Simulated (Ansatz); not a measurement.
Consider the cleavage of the Si–Si bond: `O[SiH2][SiH]([SiH3])Cl` + `[OH][Sn]([F])([F])[F]` → `[F][Sn]([F])([F])[O][SiH3]` + `O[SiH2][SiH2]Cl`.

Program: Ansatz. Geometries: PBE0-D4/def2-TZVP. ΔE: electronic, gas phase. CCSD(T)/CBS is the MP2 limit (def2-TZVPP, def2-QZVPP) plus CCSD(T) − MP2 in def2-TZVPP, frozen cores. Functionals use def2-TZVPP. B3LYP here is the variant with VWN-RPA as its local correlation; programs differ in this. def2 core potentials past Kr. For Sn outer-core shells are correlated without core-valence functions, which leaves a few kJ/mol of doubt a bond. One conformer a species, not always the lowest.

```tsv
level	ΔE (kJ/mol)	difference from CCSD(T)/CBS
PBE-D4	-59.6	32.5
PBE0-D4	-70.3	21.8
B3LYP-D4	-87.4	4.7
ωB97X-V	-88.5	3.6
ωB97M-V	-91.5	0.6
PBE	-61.9	30.2
r2SCAN	-81.4	10.7
PBE0	-72.5	19.6
B3LYP	-91.1	1.0
SCS-MP2/def2-TZVPP	-104.1	-12.0
CCSD/def2-TZVPP	-97.0	-4.9
CCSD(T)/def2-TZVPP	-92.2	-0.1
MP2/def2-QZVPP	-98.6	-6.5
SCS-MP2/def2-QZVPP	-105.0	-12.9
HF/CBS(def2)	-127.5	-35.4
MP2/CBS(def2)	-97.5	-5.4
CCSD(T)/CBS	-92.1	0
```

Largest T1 diagnostic among the species: 0.015.

In def2-TZVPP, CCSD(T) changes the Hartree–Fock value by +31.7 kJ/mol (the triples alone add +4.8 kJ/mol) and MP2 by +26.3 kJ/mol. The D4 term adds +3.7 kJ/mol with B3LYP and +2.2 kJ/mol with PBE0; it sums over pairs of atoms, weighted by their polarisabilities, and B3LYP, whose exchange is more repulsive, gets the larger term. From PBE to PBE0 (25 % exact exchange), in def2-TZVPP and without D4, ΔE moves by −10.6 kJ/mol.
